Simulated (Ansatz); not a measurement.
Cost and result for the atomization energy of C3H8Cl2InN, SMILES `CC(C)[NH][In]([Cl])[Cl]` (15 atoms, 14 bonds).

```xyz
15

C     0.239   -0.806    1.444
C     0.732   -0.498    0.037
C     1.299    0.905   -0.054
N    -0.285   -0.695   -0.987
In   -1.888    0.482   -1.233
Cl   -2.136    2.688   -0.591
Cl   -3.632   -0.361   -2.506
H     1.048   -0.735    2.177
H    -0.541   -0.093    1.735
H    -0.183   -1.813    1.501
H     1.542   -1.202   -0.200
H     2.114    1.042    0.660
H     1.681    1.104   -1.058
H     0.534    1.654    0.178
H    -0.525   -1.672   -1.102
```

Total charge 0; spin multiplicity 1. Correlated methods include outer-core shells of In, which these sets cover unevenly. In: def2 effective core potential. The structure was optimised at the PBE0-D4/def2-TZVP level. It is one conformer, not always the lowest. Program: Ansatz. All runs use 2 threads of an AMD EPYC 7R13 on a shared host and a share of an NVIDIA H100 80 GB. Times are those of one run each, without the atoms' runs, and a repeat can differ threefold. Electronic energies, without spin–orbit coupling; frozen cores. CCSD(T)/CBS adds CCSD(T) − MP2 in def2-TZVPP to the MP2 limit, and its time is that of the two runs behind it. T1 = 0.013. With those shells the extrapolation isn't a true limit. B3LYP takes the VWN-RPA correlation (the form of Gaussian; ORCA's B3LYP/G).

CCSD(T)/CBS is a level of theory with its own doubt, some kJ/mol a heavy atom from the limit and from the frozen cores, so smaller differences don't rank the functionals.

```tsv
level	functions	wall time	atomization (kJ/mol)	difference from CCSD(T)/CBS	per bond
revPBE-D4/def2-TZVPP	370	9 s	5340.4	-50.6	-3.6
LDA (SPW92)/def2-TZVPP	370	10 s	6146.4	755.4	54.0
BLYP-D4/def2-TZVPP	370	11 s	5324.9	-66.1	-4.7
B97M-V/def2-TZVPP	370	11 s	5397.3	6.3	0.5
B3LYP-D4/def2-TZVPP (with forces)	370	12 s	5348.5	-42.5	-3.0
r2SCAN-D4/def2-TZVPP (with forces)	370	13 s	5384.8	-6.2	-0.4
CCSD(T)/def2-SVP	158	13 s	5100.2	-290.8	-20.8
CAM-B3LYP-D4/def2-TZVPP	370	14 s	5379.3	-11.7	-0.8
B2PLYP/def2-TZVPP	370	15 s	5296.8	-94.2	-6.7
MP2/def2-QZVPP	690	16 s	5411.7	20.7	1.5
ωB97X-V/def2-TZVPP	370	19 s	5399.2	8.2	0.6
CCSD(T)/def2-TZVPP	370	40 s	5243.0	-148.0	-10.6
CCSD(T)/CBS(def2)	–	56 s	5391.0	0.0	0.0
```

The D4 term adds +64.5 kJ/mol with B3LYP and +34.9 kJ/mol with PBE0; it sums over pairs of atoms, weighted by their polarisabilities, and B3LYP, whose exchange is more repulsive, gets the larger term. At CCSD(T), def2-SVP lies −290.8 kJ/mol from the extrapolated value and def2-TZVPP −148.0 kJ/mol: correlation converges slowly with the basis, and small sets miss more of it in the bonded molecule than in its fragments. From PBE to PBE0 (25 % exact exchange), in def2-TZVPP and without D4, the atomization energy moves by −70.4 kJ/mol: exact exchange takes away binding that semilocal exchange gives to molecules.

Spin–orbit coupling would lower the free In atoms strongly, and the atomization energy with them, by more than many differences here.
